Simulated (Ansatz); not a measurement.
Start from `ClC(Cl)Br` and change one atom or group to get `Cl[CH]([GeH3])Br`.

Ansatz, PBE0-D4/def2-TZVP geometries, multiplicity 1. 

Scalar relativity is left out up to krypton.

| property | `ClC(Cl)Br` |
| --- | --- |
| zero-point energy (PBE0-D4/def2-TZVP) / kJ/mol | 51.0 |
| HOMO–LUMO gap (PBE/def2-TZVPP) / eV | 4.82 |
| HOMO–LUMO gap (B3LYP/def2-TZVPP) / eV | 6.64 |
| size of the dipole moment (PBE/def2-TZVPP) / D | 0.97 |
| HOMO–LUMO gap (PBE0/def2-TZVPP) / eV | 7.18 |
| ideal-gas entropy at 298 K and 1 bar (rigid rotor, harmonic PBE0-D4/def2-TZVP) / J/(mol·K) | 316 |

**Question.** Give the same properties after the change, and the shifts. (Estimate.)

**Answer.** Ansatz gave: 
| property | `Cl[CH]([GeH3])Br` | shift |
| --- | --- | --- |
| zero-point energy (PBE0-D4/def2-TZVP) / kJ/mol | 109.8 | 58.8 |
| HOMO–LUMO gap (PBE/def2-TZVPP) / eV | 4.79 | -0.03 |
| HOMO–LUMO gap (B3LYP/def2-TZVPP) / eV | 6.55 | -0.09 |
| size of the dipole moment (PBE/def2-TZVPP) / D | 1.52 | 0.55 |
| HOMO–LUMO gap (PBE0/def2-TZVPP) / eV | 7.03 | -0.15 |
| ideal-gas entropy at 298 K and 1 bar (rigid rotor, harmonic PBE0-D4/def2-TZVP) / J/(mol·K) | 352 | 36 |

With PBE0 the HOMO rises by 0.56 eV and the LUMO rises by 0.41 eV, so the gap narrows by about 0.15 eV. PBE moves the HOMO by 0.47 eV and ωB97M-V by 0.60 eV. The zero-point energy changes by 58.8 kJ/mol with +9 modes. Dipoles are sizes alone; their direction can turn.

B3LYP here is the variant with VWN-RPA as its local correlation; programs differ in this.

Spin–orbit coupling is left out; it splits and shifts lone-pair levels of the heavy atoms by tenths of an eV.
